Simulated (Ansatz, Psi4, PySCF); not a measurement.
C2HO (SMILES [CH]=C=O), doublet, geometry from GFN2-xTB. Base run: MP2/def2-TZVP run with PySCF.

Here is a job for PySCF.
```python
from pyscf import gto, scf, mp

mol = gto.Mole()
mol.atom = '''
    C     0.020962   -0.291180   -1.196607
    C     0.004407    0.004021    0.017111
    H     0.107673   -0.539854   -2.209945
    O    -0.032486    0.282851    1.160865
'''
mol.basis = 'def2-tzvp'
mol.charge = 0
mol.spin = 1
mol.verbose = 4
mol.build()

mf = scf.UHF(mol)
mf.kernel()

pt = mp.MP2(mf)
pt.kernel()
print('E(MP2) = %.10f' % pt.e_tot)
```

The same geometry, method and basis name were run in Ansatz (a first-principles code) and Psi4 and PySCF, at each program's defaults and at the settings that a row names. The base is PySCF at its defaults. Differences at the defaults can come from grids, fitting, cores and function types together.

```json
[
 {"code and settings": "PySCF, defaults (exact integrals, spherical functions, all electrons correlated)", "ΔE vs base (mEh)": "0.000", "basis functions": "99", "E (Eh)": "-151.69281", "SCF cycles": "17"},
 {"code and settings": "Psi4, defaults (density fitting with its default set, spherical functions, all electrons correlated)", "ΔE vs base (mEh)": "0.170", "basis functions": "99", "E (Eh)": "-151.69264", "SCF cycles": "18"},
 {"code and settings": "Ansatz, defaults (factorised integrals, spherical functions, frozen core)", "ΔE vs base (mEh)": "54.984", "basis functions": "99", "E (Eh)": "-151.63782", "SCF cycles": "-"},
 {"code and settings": "PySCF, frozen core", "ΔE vs base (mEh)": "54.981", "basis functions": "99", "E (Eh)": "-151.63783", "SCF cycles": "17"},
 {"code and settings": "Psi4, exact integrals, spherical functions, frozen core", "ΔE vs base (mEh)": "54.984", "basis functions": "99", "E (Eh)": "-151.63782", "SCF cycles": "18"},
 {"code and settings": "Ansatz, high accuracy, frozen core", "ΔE vs base (mEh)": "54.984", "basis functions": "99", "E (Eh)": "-151.63782", "SCF cycles": "-"}
]
```

Open shells are given as the SCF converged; they aren't shown to be the lowest states, and a large step between rows can be another state.
